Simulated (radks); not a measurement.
Results of a calculation; reference values are marked as such.
Level of theory: scalar-relativistic Kohn-Sham, r2SCAN, spin-unpolarised, spherical densities, finite nucleus; meta-GGA in the generalised Kohn-Sham scheme; Fermi nuclear charge, rms radius of each element as measured or else 0.836 A^(1/3) + 0.57 fm (a radial shooting solver on a logarithmic mesh with Libxc functionals). Each species is in its NIST ground configuration. Rank Cu+, Mn+, Ga+, Ni+, Br+, Ca+, Kr+, Cr+, V+, Co+, Sc+, K+, Ti+, Fe+, Zn+, Ge+, Se+, As+ by Delta-SCF ionisation energy (eV), largest first.

Answer. K+ 32.495, Kr+ 25.586, Br+ 23.067, Cu+ 21.378, Ga+ 21.222, Se+ 20.543, Ni+ 20.343, Co+ 19.275, As+ 17.988, Zn+ 17.963, Cr+ 15.801, Fe+ 15.764, Ge+ 15.319, Mn+ 15.168, V+ 14.515, Ti+ 13.140, Sc+ 12.305, Ca+ 11.244.
